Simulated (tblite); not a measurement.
As18P15H15 (flake arsenene) at step 0 of a GFN2-xTB optimisation (tblite, gas phase), coordinates in Å:

```
  1 As   -1.722    0.995   -0.649
  2 P    -3.456    1.996    0.646
  3 As   -5.174    0.994   -0.646
  4 P    -5.180   -0.993    0.646
  5 As   -3.454   -1.995   -0.644
  6 P    -1.730   -0.998    0.650
  7 As    3.453    3.988   -0.651
  8 P     1.730    4.986    0.654
  9 As    0.003    3.985   -0.648
 10 P    -0.003    1.992    0.654
 11 As    1.724    0.995   -0.649
 12 P     3.451    1.991    0.653
 13 As    5.176    0.997   -0.642
 14 P     1.729   -0.998    0.650
 15 As    3.451   -1.989   -0.647
 16 P     5.178   -0.997    0.659
 17 As   -6.906   -1.992   -0.646
 18 P    -6.907   -3.991    0.652
 19 As   -5.180   -4.983   -0.645
 20 P    -3.450   -3.987    0.655
 21 As   -0.002   -1.990   -0.646
 22 As    1.726    6.979   -0.648
 23 P     0.003    7.979    0.659
 24 As   -1.731    6.973   -0.649
 25 P    -1.726    4.986    0.654
 26 P    -0.006   -3.989    0.655
 27 As    1.727   -4.982   -0.648
 28 P     3.452   -3.987    0.654
 29 As    6.907   -1.994   -0.649
 30 As    5.181   -4.984   -0.644
 31 P     6.910   -3.987    0.652
 32 As   -3.455    3.988   -0.647
 33 As   -1.727   -4.984   -0.649
 34 H    -6.280    1.632    0.187
 35 H     4.557    4.625    0.180
 36 H     6.283    1.635    0.180
 37 H    -8.009   -1.357    0.179
 38 H    -7.921   -4.571   -0.115
 39 H    -5.178   -6.262    0.183
 40 H     2.824    7.617    0.184
 41 H     0.000    9.144   -0.108
 42 H    -2.823    7.608    0.187
 43 H     1.731   -6.257    0.179
 44 H     8.011   -1.358    0.181
 45 H     5.176   -6.256    0.185
 46 H     7.920   -4.572   -0.115
 47 H    -4.553    4.623    0.182
 48 H    -1.727   -6.255    0.185
```

(1) What are the forces on the atoms (eV/Å)?

## Answers

(1) 
```
  1 As   -0.03    0.02    0.98
  2 P    -0.16    0.11   -0.97
  3 As    0.29   -0.13    0.54
  4 P    -0.23    0.06   -0.90
  5 As    0.08    0.04    0.90
  6 P    -0.03    0.00   -0.94
  7 As   -0.35   -0.24    0.63
  8 P     0.19    0.13   -1.02
  9 As   -0.01   -0.07    0.99
 10 P     0.03    0.05   -1.00
 11 As   -0.01    0.01    1.01
 12 P     0.21    0.18   -1.03
 13 As   -0.36   -0.21    0.56
 14 P     0.01   -0.01   -0.95
 15 As   -0.04    0.00    0.96
 16 P     0.26    0.09   -1.04
 17 As    0.29   -0.34    0.54
 18 P     0.49    0.33   -0.42
 19 As   -0.09    0.36    0.59
 20 P    -0.06   -0.27   -0.99
 21 As    0.01   -0.03    0.98
 22 As   -0.42   -0.08    0.61
 23 P    -0.06   -0.65   -0.52
 24 As    0.50   -0.05    0.63
 25 P    -0.20    0.10   -1.01
 26 P     0.05   -0.25   -1.06
 27 As   -0.05    0.43    0.61
 28 P     0.03   -0.23   -1.01
 29 As   -0.30   -0.28    0.63
 30 As    0.10    0.41    0.57
 31 P    -0.51    0.29   -0.44
 32 As    0.39   -0.23    0.55
 33 As    0.02    0.41    0.61
 34 H     0.00   -0.01    0.05
 35 H     0.02    0.01    0.07
 36 H     0.03    0.01    0.10
 37 H    -0.03    0.02    0.11
 38 H    -0.18   -0.11   -0.20
 39 H     0.00    0.02    0.07
 40 H     0.03    0.01    0.08
 41 H     0.00    0.23   -0.21
 42 H    -0.06    0.03    0.10
 43 H     0.00   -0.03    0.09
 44 H     0.00    0.00    0.07
 45 H     0.01   -0.03    0.10
 46 H     0.19   -0.11   -0.20
 47 H    -0.06    0.04    0.11
 48 H    -0.01   -0.03    0.07
```
